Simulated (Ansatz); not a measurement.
Ansatz (a program for electronic structure) input (CCSD(T)/def2-SVPD):

Ansatz 0.2 input:
```yaml
crystal:
  periodic: [false, false, false]
  atoms:
    - {symbol: Sn, position_ang: [-0.00000000, -0.00000000, -1.04855623]}
    - {symbol: Br, position_ang: [0.00000000, 0.00000000, 1.49793747]}
basis:
  gaussian:
    orbitals: def2-SVPD
magnetization: {spin_polarized: true, initial_magnetization: 1}
correlation: {method: ccsd_t, electrons: outside_noble_gas}
output: {forces: true}
```

Output:

```
Functional definition: HF
integrals: 0.09 GiB planned
819 factors; integrals over basis functions are off by at most 2.6e-4 eV
mean field: 0.38 GiB planned
mean field evaluation 1: about -75796.6894 eV, gradient 8.5e0 eV
mean field evaluation 2: about -75796.7080 eV, gradient 8.6e0 eV
mean field evaluation 4: about -75797.4440 eV, gradient 1.2e0 eV
mean field evaluation 8: about -75797.4680 eV, gradient 6.6e-2 eV
mean field evaluation 16: about -75796.6894 eV, gradient 8.5e0 eV
mean field evaluation 32: about -75797.4681 eV, gradient 2.4e-6 eV
mean field evaluation 64: about -75797.4681 eV, gradient 1.8e-2 eV
mean field evaluation 96: about -75793.7344 eV, gradient 4.5e-3 eV
mean field evaluation 128: about -75793.4584 eV, gradient 2.3e-2 eV
mean field evaluation 160: about -75794.7767 eV, gradient 7.3e-1 eV
mean field evaluation 192: about -75797.4443 eV, gradient 1.2e0 eV
mean field evaluation 224: about -75793.0050 eV, gradient 6.4e-1 eV
mean field -75797.46812537 eV, -2785.5055762380 hartree, gradient 2.7e-6 eV, S^2 0.764058; 5 other end points of the search recorded, 0 dependent functions left out
determinant -75797.46812537 eV, -2785.5055762380 hartree, with singles and doubles -75802.74537033 eV, -2785.6995114134 hartree
determinant -75794.81687821 eV, -2785.4081447020 hartree, with singles and doubles -75800.33533723 eV, -2785.6109443306 hartree
23 core orbitals not correlated
reference -75797.46812537 eV, -2785.5055762380 hartree; 6, 5 occupied and 44, 45 virtual orbitals, 819 factors
densities: 0.26 GiB planned
second order -4.68005912 eV of doubles, -0.00000000 eV of singles
coupled cluster: 0.20 GiB planned
cycle   1  -5.26835319 eV  change   -1.2e-1 eV  update   2.0e-2
cycle   2  -5.27751056 eV  change   -9.2e-3 eV  update   5.6e-3
cycle   3  -5.27887436 eV  change   -1.4e-3 eV  update   2.5e-3
cycle   4  -5.27974197 eV  change   -8.7e-4 eV  update   7.6e-4
cycle   5  -5.27986826 eV  change   -1.3e-4 eV  update   3.8e-4
cycle   6  -5.27996637 eV  change   -9.8e-5 eV  update   1.5e-4
cycle   7  -5.27995617 eV  change    1.0e-5 eV  update   5.0e-5
cycle   8  -5.27994409 eV  change    1.2e-5 eV  update   1.4e-5
cycle   9  -5.27994058 eV  change    3.5e-6 eV  update   4.6e-6
cycle  10  -5.27993957 eV  change    1.0e-6 eV  update   1.8e-6
cycle  11  -5.27993941 eV  change    1.5e-7 eV  update   7.9e-7
cycle  12  -5.27993946 eV  change   -4.3e-8 eV  update   3.3e-7
perturbative correction -0.16850658 eV, -0.0061925026 hartree
the calculation of the forces begins
Total energy: -75802.91657140 eV, -2785.7058029368 hartree
Atom 0 at    -0.000000    -0.000000    -1.048556 Å, force    -0.000000    -0.000000    -0.412807 eV/Å
Atom 1 at     0.000000     0.000000     1.497937 Å, force     0.000000     0.000000     0.412807 eV/Å
Dipole moment:    -0.000000     0.000000    -0.560889 e Å
```
